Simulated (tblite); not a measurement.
C₁₀H₉S (charge -1).
Cartesian coordinates in Å at the GFN2-xTB level; atoms count from 1:
```
atom  x, y, z in Å
C1    -0.100    3.046    0.544
C2     0.297    1.918    0.408
C3     0.743    0.591    0.245
C4     1.981    0.199    0.828
S5     2.959    1.269    1.714
C6     2.377   -1.140    0.644
C7     1.608   -2.028   -0.065
C8     0.401   -1.626   -0.633
C9    -0.031   -0.318   -0.479
C10   -1.354    0.112   -1.059
C11   -2.457    0.060    0.000
H12   -0.412    4.038    0.683
H13    3.315   -1.453    1.084
H14    1.942   -3.054   -0.188
H15   -0.199   -2.333   -1.195
H16   -1.277    1.134   -1.439
H17   -1.622   -0.547   -1.891
H18   -2.552   -0.950    0.395
H19   -3.417    0.364   -0.419
H20   -2.207    0.729    0.820
```

Calculated harmonic vibrations of the isolated species, GFN2-xTB (tblite), most abundant isotopes, no scaling. This tight-binding method is rough: wavenumbers can miss measured ones by several per cent, in bad cases by 10 to 20. One conformer, not necessarily the lowest.

Harmonic wavenumbers (cm⁻¹): 58.1, 65.5, 121.0, 137.2, 175.1, 196.4, 239.7, 276.3, 344.7, 350.4, 387.8, 450.5, 471.7, 504.8, 556.3, 591.9, 618.5, 642.9, 677.7, 770.2, 775.7, 819.4, 841.7, 885.0, 907.2, 1026.0, 1058.1, 1081.8, 1111.3, 1168.6, 1188.8, 1195.2, 1241.2, 1262.2, 1322.4, 1326.4, 1400.4, 1418.6, 1435.0, 1484.3, 1503.7, 1510.3, 1531.2, 1575.7, 2234.8, 2935.7, 2960.1, 2987.6, 2996.5, 3016.3, 3019.7, 3038.0, 3054.2, 3378.2.

A = 1348, B = 882.6, C = 561.7 MHz; mass 161.042 u (most abundant isotopes); point group C1, symmetry number 1.

Q: Zero-point energy?

A: ½Σν̃ = 33164 cm⁻¹ = 94.82 kcal/mol.

Q: What is S at 200 K and 1 bar for an ideal gas of classical rigid rotors and harmonic oscillators?

A: Translation 39.18, rotation 29.36, vibration 20.37: S = 88.9 cal/(mol K).

Q: And Cp and H(200 K) − H(0)?

A: Cp = 31.84 cal/(mol K), of which vibrations give 23.89 (their classical limit is 54 R = 107.3); H(200 K) − H(0) = 3.90 kcal/mol without the zero-point energy, 2.31 from vibrations.

Q: Blend soft modes into free rotors: weight 1/[1 + (100 cm⁻¹/ν̃)⁴] for the oscillator and the rest for a rotor with moment μB/(μ + B), μ = h/(8π²ν), B = 10⁻⁴⁴ kg m². What vibrational entropy results?

A: 19.26 cal/(mol K) in place of 20.37, which changes −T·S at 200 K by +0.22 kcal/mol.

Q: How do the functions run with temperature in this model?

A: 
```csv
T (K),S (cal/(mol K)),Cp (cal/(mol K)),H − H(0) (kcal/mol),G − H(0) (kcal/mol),ln q(vib)
150,80.7,25.8,2.46,-9.64,3.00
250,96.7,37.7,5.64,-18.52,5.90
298.15,103.8,43.3,7.59,-23.35,7.32
400,118.0,54.0,12.56,-34.65,10.33
600,143.2,70.2,25.10,-60.84,16.14
900,174.8,85.3,48.63,-108.71,24.28
```

q(vib) and H(0) count from the zero-point level.

Q: Which modes carry the vibrational entropy at 200 K?

A: 58.1 cm⁻¹: 3.74; 65.5 cm⁻¹: 3.50; 121.0 cm⁻¹: 2.32; 137.2 cm⁻¹: 2.09; 175.1 cm⁻¹: 1.65; 196.4 cm⁻¹: 1.46 cal/(mol K); the other 48 give 5.60 together.

Hindered rotation and anharmonicity are outside this model. Other conformers, if any are populated, would add a mixing term that is left out. The structure is chiral; the term R ln 2 for an equal mix with its mirror image is left out.

Hardware: one thread of an Arm Neoverse V2, shared host. Cost: 0.81 s of wall time. The figure is for the frequency step alone.
